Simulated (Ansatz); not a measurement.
Energy needed to pull apart TeSO (SMILES o1s[te]1), closed shell, into free ground-state atoms, from the structure below (displaced at random from a GFN2-xTB minimum); no zero-point or spin–orbit terms; open-shell atoms are treated unrestricted, in their ground-state multiplicity.

O1  (-0.227, 0.826, -0.226)
S2  (1.095, 0.192, 0.529)
Te3  (-0.732, -0.972, -0.613)
(Å)

Computed with Ansatz 0.2.0 (basis: def2-TZVPP); correlated methods freeze the cores. Filled d shells of the heavier atoms are correlated. Core potentials replace the inner electrons of the atoms past krypton. The def2 sets are not built for correlating such inner shells, so the correlated values are less sure here. B3LYP uses VWN-RPA correlation.

```tsv
method	atomization energy (eV)
PBE-D4	6.89
r2SCAN-D4	?
PBE0-D4	6.00
B3LYP-D4	?
HSE06-D4	6.01
wB97M-V	5.97
HF	0.69
MP2	6.07
CCSD	4.93
CCSD(T)	5.50
```

(1) What does B3LYP-D4 give? (To be estimated.)

(2) What does r2SCAN-D4 give? (To be estimated.)

No T1 diagnostic of these runs exceeds 0.017. The restricted Hartree–Fock reference is unstable towards an unrestricted one here.

Results:

(1) Computed: 5.95 eV, which is about 0.45 eV more than CCSD(T)/def2-TZVPP.

(2) The calculation gives: 6.08 eV, which is about 0.59 eV more than CCSD(T)/def2-TZVPP.

In triple zeta the MP2 and coupled-cluster atomization energies are still short of their basis limit by a few kcal/mol a bond, whereas those of the functionals are nearly converged, so these differences are not deviations from converged CCSD(T).

For scale, one of the runs: CCSD(T)/def2-TZVPP forces, 123 basis functions (an equivalent command: `ansatz run in.yaml --threads 4`). Time: 51 s of wall clock on 4 CPU threads; the host was shared. Peak host memory: 1.1 GiB.
